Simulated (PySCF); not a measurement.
## Electronic structure of Lu⁶⁴⁺ (lutetium, charge +64) at the r2SCAN level

Configuration: [He] 2s2 2p3, high-spin 4S determinant. Computed with PySCF 2.14 in an even-tempered Gaussian basis (18 s from 43 bohr⁻², ratio 2.2; 13 p from 56 bohr⁻², ratio 2.2; 5 d from 210 bohr⁻², ratio 2.4; 5 f from 310 bohr⁻², ratio 2.4; 4 g from 470 bohr⁻², ratio 2.4), with the spin-free X2C one-electron Hamiltonian (Gaussian nucleus).

```
Total energy                : -8449.16 hartree
One-electron energy         : -8779.93 hartree
Hartree (Coulomb) energy    : 432.82 hartree
Exchange-correlation energy : -102.05 hartree
⟨S²⟩                        : 3.7500
⟨L²⟩                        : 0.000
Sum of ⟨r⟩                  : 0.4024 bohr
Sum of ⟨r²⟩                 : 0.03321 bohr²
```

```
shell  electrons  mean orbital energy (hartree)  rms radius, mean of both spins (bohr)
 1s α          1                    -2564.06528                                 0.0218
 1s β          1                    -2561.40926                                 0.0218
 2s α          1                     -611.78988                                 0.0856
 2s β          1                     -607.62133                                 0.0856
 2p α          3                     -569.60783                                 0.0766
```

Spin-orbit coupling, which splits the p, d and f shells strongly at this Z, is absent. Spin-orbit coupling is strong in this species (close to jj coupling), so the high-spin LS determinant is a model state, not a physical level.

Densities and radii are taken from the X2C orbitals without a picture-change correction, which distorts them close to the nucleus.
